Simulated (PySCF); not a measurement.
**Nuclear quadrupole coupling in `COC1=C(C)[P@@H]1=O`**

Compound: C4H7O2P.
Geometry (GFN2-xTB, Å), atoms numbered from 1 in this order:
```xyz
14
C4H7O2P angstrom
C      2.515   -0.217    0.046
O      1.376    0.364   -0.561
C      0.215   -0.043   -0.074
C     -1.109    0.212   -0.172
C     -2.061    1.089   -0.880
P     -0.743   -1.032    1.070
O     -0.789   -0.897    2.528
H      3.367    0.037   -0.582
H      2.411   -1.304    0.110
H      2.663    0.188    1.051
H     -2.740    1.559   -0.170
H     -1.518    1.859   -1.425
H     -2.660    0.511   -1.584
H     -0.925   -2.328    0.605
```

Field gradients from the PBE0/pcSseg-1 density (PySCF, non-relativistic), principal values in atomic units, ordered |Vxx| ≤ |Vyy| ≤ |Vzz|:

```csv
atom,Vxx,Vyy,Vzz
O2,-0.2878,-1.5544,1.8421
O7,-0.2031,-0.5878,0.7909
```

**Question.** Find the asymmetry η = (Vxx − Vyy)/Vzz and the couplings χ = eQV/h (234.96 MHz × Q in barn × V in au), with Q(17O) = −0.0256 b.

**Answer.** 
```
atom        environment  nucleus     η  χzz (MHz)  χxx (MHz)  χyy (MHz)
  O2       ether oxygen      17O  0.69     -11.08       1.73       9.35
  O7  phosphoryl oxygen      17O  0.49     -4.757      1.221      3.536
```

**Question.** What is Vzz at O2 in SI units (1 au = 9.71736 × 10²¹ V/m²)?

**Answer.** 1.8421 au = 17.901 × 10²¹ V/m².

**Question.** And the gradient at the other heavy atoms, for which no coupling is worked out here?

**Answer.** 
```tsv
atom	environment	Vzz (au)	η
C1	methoxy carbon	0.476	0.04
C3	vinylic carbon bearing oxygen	-0.426	0.18
C4	fully substituted alkene carbon	0.194	0.76
C5	allylic carbon	0.113	0.21
P6	phosphoryl phosphorus	-0.407	0.38
```

**Question.** What couplings would deuterons (Q(2H) = 0.00286 b) have in place of the hydrogens, at this geometry?

**Answer.** 
```tsv
atom	bonded to	bond length (Å)	Vzz (au)	η	χzz (kHz)
H8	C1	1.088	0.3036	0.08	204
H9	C1	1.094	0.2908	0.10	195
H10	C1	1.094	0.2908	0.09	195
H11	C5	1.090	0.3094	0.02	208
H12	C5	1.089	0.3105	0.03	209
H13	C5	1.090	0.3093	0.03	208
H14	P6	1.389	0.1942	0.01	130
```

The structure is a single GFN2-xTB conformer in the gas phase; no vibrational or solvent corrections. GFN2-xTB bond lengths can be off by several hundredths of an ångström, more for odd bonds, and the gradients follow them. The small basis limits the accuracy of the gradients.
